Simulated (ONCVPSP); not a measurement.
Before and after: ONCV potential for tungsten

```
Element                 : W (Z = 74)
Generator               : ONCVPSP 4.0.1
Type                    : optimised norm-conserving Vanderbilt (ONCV)
Functional              : PBEsol
Relativity              : scalar-relativistic
Frozen core             : [Kr] 4d10 4f14 5s2
Valence charge          : 12
Reference configuration : 5p6 5d4 6s2
Partial waves           : 6s: rc 2.60 bohr, ncon 4, nbas 7, qcut 2.2 1/bohr, 2 projectors, debl 0.4 Ha; 5p: rc 1.55 bohr, ncon 4, nbas 9, qcut 8.4 1/bohr, 3 projectors, debl 1.5 Ha; 5d: rc 2.75 bohr, ncon 4, nbas 9, qcut 5.5 1/bohr, 1 projector
Local potential         : polynomial inside 1.35 bohr (lpopt 2, dvloc0 1 Ha)
Core correction         : Teter function, fcfact 2.75, rcfact 1.45
```

In the p channel the program set the typed energies aside and used -1.588, 0.250, 1.750 Ha.

Change: core correction Teter function, fcfact 6.3, rcfact 1.45.

Cutoffs: the cutoffs (Ha) at which the residual kinetic energy of the hardest occupied pseudo-wave falls to 1 and 0.1 mHa per electron; they do not see the model core or the augmentation charge, which bear on the density cutoff. Errors are all-electron minus pseudo energies relative to the spin-unpolarised reference configuration.

Q: How do hardness, ghosts and transferability respond?

A: The potential gets neither clearly harder nor softer (25 Ha and 30 Ha → 25 Ha and 30 Ha); both files keep a bound ghost (d, s); of the 4 tests that both files solve, the error grows in 2 and shrinks in 0 by more than 15 % and 0.3 meV (median size 11.2 → 13.6 meV). A model core, the more so a compact one, raises the density cutoff, which this test does not measure.

```tsv
quantity	base	changed
cutoff, loose	25 Ha	25 Ha
cutoff, tight	30 Ha	30 Ha
bound ghosts	s, d	s, d
GHOST(+) flags under 300 eV	none	none
error for 5p6 5d4 6s1, meV [ΔE 8.93 eV]	-11	-11
error for 5p6 5d4 6s0, meV [ΔE 24.62 eV]	-38	-41
error for 5p6 5d3 6s0, meV [ΔE 50.03 eV]	-6.1	-13
error for 5p6 5d3 6s2, meV [ΔE 8.87 eV]	-12	-14
s: phases at 2.63 bohr within 0.05 rad from the reference energy up to (Ha; the scan ends near 5)	2.2	2.2
p: phases at 1.57 bohr within 0.05 rad from the reference energy up to (Ha; the scan ends near 5)	to the end of the scan	to the end of the scan
d: phases at 2.80 bohr within 0.05 rad from the reference energy up to (Ha; the scan ends near 5)	0.6	0.6
rms error of d²Exc/dni dnj with the model core, mHa	1.32	1.12
```

 A true bound ghost makes a file unfit for plane-wave use even where its test errors are small: the radial tests pick states by their node count and pass the ghost by.
